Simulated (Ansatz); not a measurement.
Start from `C#[C][Ge]([Cl])([Cl])[Cl]` and change one atom or group to get `N#[C][Ge]([Cl])([Cl])[Cl]`.

Ansatz, PBE0-D4/def2-TZVP geometries, multiplicity 1. 

Scalar relativity is left out up to krypton.

```tsv
property	`C#[C][Ge]([Cl])([Cl])[Cl]`
HOMO energy (PBE/def2-TZVPP) / eV	-7.81
LUMO energy (B3LYP/def2-TZVPP) / eV	-1.67
size of the dipole moment (PBE/def2-TZVPP) / D	2.12
HOMO–LUMO gap (PBE/def2-TZVPP) / eV	5.43
LUMO energy (ωB97M-V/def2-TZVPP) / eV	0.76
HOMO–LUMO gap (ωB97M-V/def2-TZVPP) / eV	12.13
```

Question: Give the same properties after the change, and the shifts. (An estimate is asked.)

Answer: Ansatz gave: 
```csv
property,`N#[C][Ge]([Cl])([Cl])[Cl]`,shift
HOMO energy (PBE/def2-TZVPP) / eV,-8.49,-0.68
LUMO energy (B3LYP/def2-TZVPP) / eV,-2.36,-0.69
size of the dipole moment (PBE/def2-TZVPP) / D,2.16,0.04
HOMO–LUMO gap (PBE/def2-TZVPP) / eV,5.46,0.03
LUMO energy (ωB97M-V/def2-TZVPP) / eV,0.07,-0.69
HOMO–LUMO gap (ωB97M-V/def2-TZVPP) / eV,12.30,0.17
```

With PBE0 the HOMO falls by 0.85 eV and the LUMO falls by 0.68 eV, so the gap widens by about 0.17 eV. PBE moves the HOMO by -0.68 eV and ωB97M-V by -0.85 eV. The zero-point energy changes by -28.3 kJ/mol with -3 modes. Dipoles are sizes alone; their direction can turn.

B3LYP here is the variant with VWN-RPA as its local correlation; programs differ in this.
